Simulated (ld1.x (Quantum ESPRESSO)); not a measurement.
Which change was made? (Cu, TM)

ld1.x (Quantum ESPRESSO) 7.5 input, shortened:

```
&input
   title='Cu', zed=29., rel=1, dft='PBESOL', iswitch=3,
   config='[Ar] 3d10 4s1 4p0'
 /
 &inputp
   pseudotype=2, tm=.true., lloc=1,
   nlcc=.false.
 /
3
3S  1  0   2.00   0.00  1.15  1.15  0.0
3D  3  2  10.00   0.00  0.70  0.70  0.0
3P  2  1   6.00   0.00  0.65  0.65  0.0
 &test
   configts(1)='3s2 3p6 3d10 4s1 4p0'
 /
```

Occupied shells without a wave of their own: 4s. They enter only through the test configuration that unscreens the potential.

Cutoffs, loose and tight: the cutoffs (Ry, on a coarse ladder) from which the occupation-weighted sum of valence levels, in a spherical-Bessel basis at the reference potential, stays within 10 and 1 mRy of its value at 400 Ry. They do not see the model core or the augmentation charge, which bear on the density cutoff. Test errors are all-electron minus pseudo excitation energies from the reference, over the configurations 3s2 3p6 3d10 4s0 4p0; 3s2 3p6 3d9 4s0 4p0; 3s2 3p6 3d8 4s0 4p0; 3s1 3p6 3d10 4s1 4p0; 3s2 3p6 3d9 4s1 4p1; 3s2 3p6 3d10 4s0 4p1; 3s2 3p6 3d10 4s0.5 4p0; variants that change the core or the reference have their own tests.

The base gives: outcome: generated, misses its reference levels by 0.30 eV; cutoff, loose: over 300 Ry; cutoff, tight: over 300 Ry; bound ghosts: none; largest test error (meV): -970.

After one change the result is: outcome: generated, misses its reference levels by 0.39 eV; cutoff, loose: over 300 Ry; cutoff, tight: over 300 Ry; bound ghosts: none; largest test error (meV): -1244. Which change was it?
A. all radii scaled by about 1.08 (s 1.24, p 0.70, d 0.76 bohr)
B. all radii scaled by about 1.18 (s 1.36, p 0.78, d 0.82 bohr)
C. all radii scaled by about 0.86 (s 0.98, p 0.56, d 0.60 bohr)
D. all radii scaled by about 1.39 (s 1.60, p 0.90, d 0.98 bohr)

A. The others give: all radii scaled by about 0.86 (s 0.98, p 0.56, d 0.60 bohr) → outcome: generated, misses its reference levels by 0.21 eV; cutoff, loose: over 300 Ry; cutoff, tight: over 300 Ry; bound ghosts: none; largest test error (meV): -643 | all radii scaled by about 1.18 (s 1.36, p 0.78, d 0.82 bohr) → outcome: generated, misses its reference levels by 0.53 eV; cutoff, loose: 300 Ry; cutoff, tight: over 300 Ry; bound ghosts: none; largest test error (meV): -1698 | all radii scaled by about 1.39 (s 1.60, p 0.90, d 0.98 bohr) → outcome: generated, misses its reference levels by 0.72 eV; cutoff, loose: 230 Ry; cutoff, tight: over 300 Ry; bound ghosts: none; largest test error (meV): -2267.
